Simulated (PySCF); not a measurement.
Energy of Ir+ (iridium, charge +1) between two integer charges

The 6s alpha orbital of [Xe] 4f14 5d7 6s1 is emptied in steps (occupation f), with all orbitals relaxed, ending at [Xe] 4f14 5d7. All numbers are calculated (PySCF 2.14, scalar relativity through the core potential, in def2-TZVPPD with the def2 core potential (60 electrons)). The exact energy is a straight line in f; departures are measured from the line between the end points of the same method.

```tsv
f	UHF (eV)
1	0.000
0.9	0.026
0.7	0.059
0.5	0.068
0.3	0.056
0.1	0.024
0	0.000
```

For UHF, how does the orbital energy at f = 1 compare with the removal energy?

−ε = 16.620 eV against a total-energy difference of 16.333 eV. By Janak's theorem ε = ∂E/∂f, so the gap between them reflects the curvature. Along the path −ε is 16.558 (f = 0.9), 16.439 (f = 0.7), 16.327 (f = 0.5), 16.221 (f = 0.3), 16.120 (f = 0.1) eV.

Reference removal energy between the ground levels: 17 ± 0.3 eV (semi-empirical (NIST evaluation); NIST Atomic Spectra Database, ionization energies). The calculation has no spin-orbit coupling. UHF lacks correlation.
